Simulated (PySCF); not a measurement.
Species: C3H8O2Si.
Atom-mapped SMILES: `[CH2:1]=[CH:2][O:3][CH2:4][O:5][SiH3:6]` (hydrogens: H7, H8 on C1; H9 on C2; H10, H11 on C4; H12, H13, H14 on Si6)

Method: PBE0-D3(BJ)/def2-SVP geometry optimisation, gas phase (PySCF 2.14.0); density fitting, grid level 1; the optimiser is geomeTRIC in internal coordinates, started from a GFN2-xTB structure with every atom displaced at random (about 0.01 Å).

Geometry at step 26:
```
atom  x, y, z in Å
C1     -2.3613   -0.6685    0.2141
C2     -1.4580    0.2142   -0.2066
O3     -0.6098    0.8316    0.6505
C4      0.2737    1.7588    0.0931
O5      1.3258    1.1585   -0.5722
Si6     2.1157   -0.2486   -0.1167
H7     -3.0211   -1.1546   -0.5042
H8     -2.4542   -0.9186    1.2733
H9     -1.3335    0.4776   -1.2652
H10     0.6374    2.3525    0.9480
H11    -0.2566    2.4216   -0.6152
H12     1.2057   -1.4271   -0.2082
H13     2.6462   -0.1366    1.2762
H14     3.2395   -0.3965   -1.0808
```

**Question.** What forces act on the atoms?

**Answer.** 
```json
{"atom": "C1", "Fx (eV/Å)": "-0.039", "Fy (eV/Å)": "-0.023", "Fz (eV/Å)": "-0.050"}
{"atom": "C2", "Fx (eV/Å)": "-0.035", "Fy (eV/Å)": "-0.103", "Fz (eV/Å)": "0.015"}
{"atom": "O3", "Fx (eV/Å)": "0.004", "Fy (eV/Å)": "0.073", "Fz (eV/Å)": "0.016"}
{"atom": "C4", "Fx (eV/Å)": "0.105", "Fy (eV/Å)": "-0.024", "Fz (eV/Å)": "0.193"}
{"atom": "O5", "Fx (eV/Å)": "-0.054", "Fy (eV/Å)": "0.045", "Fz (eV/Å)": "-0.232"}
{"atom": "Si6", "Fx (eV/Å)": "-0.040", "Fy (eV/Å)": "-0.019", "Fz (eV/Å)": "0.085"}
{"atom": "H7", "Fx (eV/Å)": "-0.012", "Fy (eV/Å)": "0.013", "Fz (eV/Å)": "-0.007"}
{"atom": "H8", "Fx (eV/Å)": "0.022", "Fy (eV/Å)": "0.001", "Fz (eV/Å)": "-0.015"}
{"atom": "H9", "Fx (eV/Å)": "-0.017", "Fy (eV/Å)": "0.005", "Fz (eV/Å)": "0.016"}
{"atom": "H10", "Fx (eV/Å)": "0.000", "Fy (eV/Å)": "0.048", "Fz (eV/Å)": "0.010"}
{"atom": "H11", "Fx (eV/Å)": "0.054", "Fy (eV/Å)": "-0.029", "Fz (eV/Å)": "-0.037"}
{"atom": "H12", "Fx (eV/Å)": "0.031", "Fy (eV/Å)": "-0.013", "Fz (eV/Å)": "-0.009"}
{"atom": "H13", "Fx (eV/Å)": "0.001", "Fy (eV/Å)": "0.001", "Fz (eV/Å)": "0.009"}
{"atom": "H14", "Fx (eV/Å)": "-0.019", "Fy (eV/Å)": "0.026", "Fz (eV/Å)": "0.007"}
```

The largest, 0.24 eV/Å, acts on O5; the rms over all components is 0.060 eV/Å. The forces sum to zero within rounding, as they must for an isolated molecule in no field.

**Question.** Give the force on O5 in Eh/bohr and in nN.

**Answer.** 0.243 eV/Å ÷ 51.422 = 0.00472 Eh/bohr, and 0.243 eV/Å × 1.602 = 0.39 nN.

**Question.** How far is this geometry from the end of the optimisation?

**Answer.** 0.018 eV above it, and 0.168 Å rms away after alignment. The bonds farthest from their final lengths, with half the difference of the two atoms' forces along the bond (positive lengthens):

```csv
bond,now (Å),final (Å),force along bond (eV/Å)
O5–Si6,1.677,1.682,+0.07
C2–O3,1.355,1.357,+0.05
C4–O5,1.382,1.384,+0.03
```

The angle farthest from its final value is C4–O5–Si6, 126.3° against 122.5°.

What follows is the cost of the whole optimisation. Hardware: one thread, Arm Neoverse V1 (aarch64), shared host. Cost: 3.4 min, 0.52 GiB resident at most.
